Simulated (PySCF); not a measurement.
Zn(OH2)6 (H₁₂O₆Zn), SMILES [OH2]->[Zn+2](<-[OH2])(<-[OH2])(<-[OH2])(<-[OH2])<-[OH2], charge +2. Atoms are numbered in the order given.

```xyz
19

Zn     0.0000     0.0000     0.0000
O      0.0000     0.0000    -2.0831
H     -0.7775     0.0000    -2.6638
H      0.7775     0.0000    -2.6638
O      2.0831     0.0000     0.0000
H      2.6638     0.7775     0.0000
H      2.6638    -0.7775     0.0000
O      0.0000    -2.0831     0.0000
H      0.0000    -2.6638     0.7775
H      0.0000    -2.6638    -0.7775
O      0.0000     2.0831     0.0000
H      0.0000     2.6638    -0.7775
H      0.0000     2.6638     0.7775
O     -2.0831     0.0000     0.0000
H     -2.6638    -0.7775     0.0000
H     -2.6638     0.7775     0.0000
O      0.0000     0.0000     2.0831
H     -0.7775     0.0000     2.6638
H      0.7775     0.0000     2.6638
```
Charge +2, spin multiplicity 1.

The structure is a stationary point at r2SCAN-D4/def2-SVP. The isomer is the one that the SMILES or the coordinates give; other isomers of the formula were not compared.

Level of theory: B3LYP/pcSseg-1 (PySCF).

GIAO shieldings, no solvent; atoms alike by connectivity are averaged. δ = σ(ref) − σ: ¹⁷O against H2O (σ = 333.8 ppm); ¹H against TMS (σ = 31.68 ppm), references at their B3LYP-D3(BJ)/def2-TZVP geometries, non-relativistic.

Computed chemical shifts:
```csv
nucleus,atoms,count,δ (ppm)
¹⁷O,"O2, O5, O8, O11, O14, O17",6,15.5
¹H,"H3, H4, H6, H7, H9, H10, H12, H13, H15, H16, H18, H19",12,3.62
```
